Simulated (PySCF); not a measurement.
Species: C4H7O3S (doublet state).
Atom-mapped SMILES: `[CH2:1]=[CH:2][CH:3][S:4](=[O:5])(=[O:6])[O:7][CH3:8]` (hydrogens: H9, H10 on C1; H11 on C2; H12 on C3; H13, H14, H15 on C8)

Cartesian coordinates in Å at the GFN2-xTB level; atoms count from 1:
```xyz
15
C4H7O3S angstrom
C      3.0550    0.7634    0.1228
C      1.8336    0.2437   -0.2148
C      0.9912   -0.4179    0.6417
S     -0.5713   -0.9427    0.0371
O     -0.5702   -1.0155   -1.3927
O     -1.0484   -2.0761    0.7666
O     -1.4254    0.3701    0.4799
C     -2.7587    0.3509    0.0081
H      3.4412    0.6706    1.1228
H      3.6592    1.2827   -0.5980
H      1.4704    0.3444   -1.2293
H      1.1909   -0.6208    1.6760
H     -3.3234   -0.4340    0.5166
H     -2.7617    0.1606   -1.0677
H     -3.1867    1.3287    0.2239
```

The hyperfine couplings belong to this conformer and change with its torsions.

Method used: UKS B3LYP, pcH-1 on C H O S, non-relativistic, mean-field spin-orbit, GIAO (PySCF). Geometry: GFN2-xTB, one conformer, isolated molecule. The geometry wasn't refined by DFT: couplings that depend on bond lengths, twists or pyramidal angles can differ widely from those at the functional's own minimum. No stability test was run, so a lower SCF solution isn't excluded. ⟨S²⟩ is 0.775 where a pure state has 0.75.

The isotropic 13C couplings are +60.8, +54.5, -45.9, +8.2 MHz. Assign them to C1; C2; C3; C8.

```json
{"site": "C1", "a_iso (MHz)": "+54.5", "ρ(0) (bohr⁻³)": "+0.0485", "position": "largest spin population", "distance from C1 (Å)": "0.00", "spin population": "+0.67", "largest |T| (MHz)": "101.9"}
{"site": "C2", "a_iso (MHz)": "-45.9", "ρ(0) (bohr⁻³)": "-0.0408", "position": "1 bond from C1", "distance from C1 (Å)": "1.37", "spin population": "-0.25", "largest |T| (MHz)": "27.4"}
{"site": "C3", "a_iso (MHz)": "+60.8", "ρ(0) (bohr⁻³)": "+0.0542", "position": "a main spin site", "distance from C1 (Å)": "2.43", "spin population": "+0.62", "largest |T| (MHz)": "99.9"}
{"site": "C8", "a_iso (MHz)": "+8.2", "ρ(0) (bohr⁻³)": "+0.0073", "position": "3 bonds from C3", "distance from C1 (Å)": "5.83", "spin population": "+0.01", "largest |T| (MHz)": "2.0"}
```

The isotropic 17O couplings, averaged over equivalent nuclei, are -26.4, -1.7 MHz. Assign them to O5/O6; O7.

| site | a_iso (MHz) | ρ(0) (bohr⁻³) | position | distance from C1 (Å) | spin population | largest \|T\| (MHz) |
| --- | --- | --- | --- | --- | --- | --- |
| O5/O6 | -1.7 | +0.0028 | 2 bonds from C3 | 4.67 | +0.01 | 5.3 |
| O7 | -26.4 | +0.0436 | 2 bonds from C3 | 4.51 | 0.00 | 3.9 |

ρ(0) is the spin density at the nucleus and T the dipolar tensor; a_iso includes a spin–orbit part; entries for several nuclei are means. Largest spin populations (Mulliken): C1 (+0.67), C3 (+0.62) and C2 (-0.25). The positive populations add up to 1.33 and the negative ones to -0.33, together 2S = 1. The angles at C1 add up to 360.0°, so it is planar; its axial dipolar tensor and the negative couplings of its protons fit spin in a p orbital normal to that plane. Main spin sites, with 60 % or more of the largest population: C1, C3; positions count bonds from the nearest.

Examples of negative spin density at the nucleus (bohr⁻³): C2 (-0.0408), S4 (-0.0335) and H10 (-0.0094).

Nuclei that the bonding pattern makes equivalent are averaged, as if the motion that swaps them (rotation, inversion, ring flip) were fast.
